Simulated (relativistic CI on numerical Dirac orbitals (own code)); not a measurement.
**Slater and spin-orbit integrals, I12+**

Method of calculation: Dirac-Coulomb-Breit CI, orbitals from a KLI potential per configuration, model QED, unscaled Slater integrals (own radial code, finite nucleus).

Slater integrals F^k, G^k are unscaled and averaged over j, outside the closed core [Ar] 3d10; ζ comes from projecting the Hamiltonian with its Breit term on Σ l·s of the shell.

- 4s²4p⁶4d⁵: F^2(4d,4d) = 125400, F^4(4d,4d) = 84549, ζ(4d) = 6771.4 cm⁻¹; <r>(4d) = 0.811, <r^2>(4d) = 0.753 (bohr units).
- 4s²4p⁵4d⁶: ζ(4p) = 65520, F^2(4d,4d) = 125490, F^4(4d,4d) = 84610, F^2(4p,4d) = 130810, G^1(4p,4d) = 165940, G^3(4p,4d) = 104440, ζ(4d) = 6766.8 cm⁻¹; <r>(4p) = 0.7486, <r^2>(4p) = 0.634, <r>(4d) = 0.8101, <r^2>(4d) = 0.7515 (bohr units).
- 4s²4p⁶4d⁴4f: F^2(4d,4d) = 125560, F^4(4d,4d) = 84652, ζ(4d) = 6822.6, F^2(4d,4f) = 116210, F^4(4d,4f) = 75913, G^1(4d,4f) = 137310, G^3(4d,4f) = 88167, G^5(4d,4f) = 62951, ζ(4f) = 388.09 cm⁻¹; <r>(4d) = 0.8098, <r^2>(4d) = 0.7509, <r>(4f) = 0.9095, <r^2>(4f) = 0.9614 (bohr units).

Task: Give the Racah parameters of the d shell in 4s²4p⁶4d⁵.

Result: B = F²/49 − 5F⁴/441 = 1601 cm⁻¹ and C = 35F⁴/441 = 6710 cm⁻¹.

Averages of the first 10 configurations, taken without configuration mixing, which lowers the lowest level and can move excited configurations by several eV; other configurations of the list can lie among them:

```tsv
Configuration	Parity	States	Average energy above the lowest level (eV)
4s²4p⁶4d⁵	even	252	10.8
4s²4p⁵4d⁶	odd	1260	99.9
4s²4p⁶4d⁴4f	odd	2940	103.3
4s²4p⁶4d⁴5p	odd	1260	115.5
4s²4p⁶4d³4f5s	odd	3360	188.9
4s²4p⁶4d³5s5p	odd	1440	203.4
4s²4p⁶4d³5s²	even	120	184.6
4s²4p⁶4d²4f5s²	odd	630	279.6
4s²4p⁶4d²5s²5p	odd	270	296.4
4p⁶4d⁷	even	120	315.6
```
